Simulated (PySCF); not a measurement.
# One molecule, several mistakes: BH4N2Si

Calculated results; nothing here was measured. They come from PySCF 2.14.0, an open-source quantum chemistry program, on an isolated molecule that a program drew, which may never have been made. The molecule is BH4N2Si (charge 0, doublet), drawn as the SMILES string `N=B[SiH]N`.

Each row is a Hartree-Fock (HF) and frozen-core CCSD(T) single point in the cc-pV(D+d)Z basis, meant for a local HF minimum. Run 1 is clean. Each other run has one planted mistake out of seven kinds, and not every kind appears here: one electron removed, one electron added, multiplicity raised by two, geometry at a saddle point, minimal basis STO-3G, one bond length entered in bohr, all coordinates scaled. The reference is restricted for singlets and unrestricted otherwise, and also for a bond in bohr. Adding or removing an electron swaps singlet and doublet. Electrons count all cores. HOMO and LUMO are orbital energies over both spins, the gradient is its largest component, and the lowest frequency (negative if imaginary) is given only where the gradient is small. Bond lengths are over the 7 bonds as drawn. T1 is the CCSD diagnostic: over 0.02 (restricted) or 0.045 (unrestricted) a single reference is doubtful.

Geometry of the clean run:
```xyz
8
BH4N2Si, angstrom
N    -2.3221   -0.6963   -1.2362
B    -1.4164   -0.1091   -0.6457
Si    0.0607    0.9339    0.2159
N     1.4912   -0.0274    0.2976
H    -3.0524   -1.1760   -1.6916
H    -0.3053    1.3414    1.5933
H     2.2639    0.2965    0.8498
H     1.8258   -0.4869   -0.5290
```

```
run,electrons,basis functions,<S^2>,HOMO (eV),LUMO (eV),gradient (hartree/bohr),lowest frequency (cm^-1),mean bond (Å),longest bond (Å),T1,HF (hartree),CCSD(T) (hartree),mistake
1,37,85,0.758,-8.18,1.80,2.7e-05,133,1.3476,2.003,0.0187,-424.85380,-425.40118,no fault
2,37,28,0.754,-5.37,6.18,7.4e-02,-,1.3476,2.003,0.0205,-419.74781,-419.98176,minimal basis STO-3G
3,37,85,0.758,-8.01,1.97,3.1e-02,-,1.3152,1.955,0.0177,-424.84825,-425.39011,all coordinates scaled
4,36,85,0.000,-16.22,-6.30,7.7e-02,-,1.3476,2.003,0.0246,-424.58729,-425.14529,one electron removed
5,37,85,1.148,-8.55,1.32,2.7e-02,-,1.6022,3.785,0.0492,-424.76058,-425.29800,?
```

**Which mistake was planted in run 5, and what did it cost?**

The mean bond changes by a factor of 1.189 and the longest by 1.890, so the molecule wasn't scaled as a whole. A length L in bohr read as angstrom grows by (1/0.5292 - 1) L = 0.890 L. The 7 bonds together grew by 7 x 0.2546 = 1.782 Å, which gives L = 2.003 Å. That is bond B2-Si3, 2.003 Å in the clean geometry. So the mistake is: one bond length entered in bohr. Subtracting run 1 and multiplying by 627.51 kcal/mol a hartree, the energy moved by 58.5 kcal/mol in HF and 64.7 kcal/mol in CCSD(T).

Cautions from the logs. Run 4: T1 is over the limit, so its CCSD(T) energy is less reliable; run 5: T1 is over the limit, so its CCSD(T) energy is less reliable.
